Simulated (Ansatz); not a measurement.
Ansatz (a program for electronic structure) input (CCSD(T)/aug-cc-pV(D+d)Z):
A basis named .json is the Basis Set Exchange file of that set.

Ansatz 0.2 input:
```yaml
crystal:
  periodic: [false, false, false]
  atoms:
    - {symbol: C, position_ang: [2.32027003, 1.44131863, 0.18638466]}
    - {symbol: Si, position_ang: [1.79047168, -0.19802163, -0.54540310]}
    - {symbol: N, position_ang: [0.37623135, -0.85812908, 0.20356150]}
    - {symbol: Si, position_ang: [-1.29614796, -0.48941493, -0.07633401]}
    - {symbol: C, position_ang: [-2.25841036, -0.72160561, 1.51249473]}
    - {symbol: C, position_ang: [-1.42403770, 1.26701835, -0.71015427]}
    - {symbol: H, position_ang: [1.54003260, 2.19447104, 0.06048770]}
    - {symbol: H, position_ang: [2.52624855, 1.34394232, 1.25432751]}
    - {symbol: H, position_ang: [3.22530170, 1.80968120, -0.30334322]}
    - {symbol: H, position_ang: [2.88407861, -1.18852320, -0.37961268]}
    - {symbol: H, position_ang: [1.54084286, 0.00333814, -1.99593447]}
    - {symbol: H, position_ang: [0.55072685, -1.64389777, 0.81453841]}
    - {symbol: H, position_ang: [-1.88666637, -1.39387292, -1.10241875]}
    - {symbol: H, position_ang: [-3.32280619, -0.53343412, 1.35319488]}
    - {symbol: H, position_ang: [-2.15938179, -1.74233988, 1.88996270]}
    - {symbol: H, position_ang: [-1.90361988, -0.03949678, 2.28818333]}
    - {symbol: H, position_ang: [-1.08447611, 1.98392516, 0.04027369]}
    - {symbol: H, position_ang: [-2.46130439, 1.50344902, -0.95786821]}
    - {symbol: H, position_ang: [-0.83005998, 1.41338522, -1.61475289]}
basis:
  gaussian:
    orbitals: aug-cc-pV_D+d_Z.json
magnetization: {spin_polarized: false}
correlation: {method: ccsd_t, electrons: outside_noble_gas}
```

Output:

```
Functional definition: HF
integrals: 2.54 GiB planned
2725 factors; integrals over basis functions are off by at most 1.0e-3 eV
1.73 GiB of device memory are held for the factors and their scratch space
mean field: 2.19 GiB planned
mean field evaluation 1: about -20499.1669 eV, gradient 5.4e1 eV
mean field evaluation 2: about -20499.2086 eV, gradient 5.4e1 eV
mean field evaluation 4: about -20506.5113 eV, gradient 5.2e0 eV
mean field evaluation 8: about -20506.6090 eV, gradient 2.6e-1 eV
mean field evaluation 16: about -20506.5432 eV, gradient 1.7e0 eV
mean field -20506.60935135 eV, -753.6039937832 hartree, gradient 2.0e-6 eV, S^2 0.000000; 0 other end points of the search recorded, 0 dependent functions left out
14 core orbitals not correlated
reference -20506.60935135 eV, -753.6039937832 hartree; 19, 19 occupied and 240, 240 virtual orbitals, 2725 factors
second order -23.22766849 eV of doubles, -0.00000000 eV of singles
coupled cluster: 16.05 GiB planned
cycle   1  -24.84201286 eV  change    -1.6e0 eV  update   1.1e-1
cycle   2  -25.51999729 eV  change   -6.8e-1 eV  update   3.1e-2
cycle   3  -25.62522602 eV  change   -1.1e-1 eV  update   1.3e-2
cycle   4  -25.62295109 eV  change    2.3e-3 eV  update   3.2e-3
cycle   5  -25.62202001 eV  change    9.3e-4 eV  update   1.3e-3
cycle   6  -25.62202597 eV  change   -6.0e-6 eV  update   3.7e-4
cycle   7  -25.62195169 eV  change    7.4e-5 eV  update   1.5e-4
cycle   8  -25.62195198 eV  change   -2.9e-7 eV  update   5.0e-5
cycle   9  -25.62195608 eV  change   -4.1e-6 eV  update   1.8e-5
perturbative correction -0.82337974 eV, -0.0302586473 hartree
Total energy: -20533.05468717 eV, -754.5758419491 hartree
```
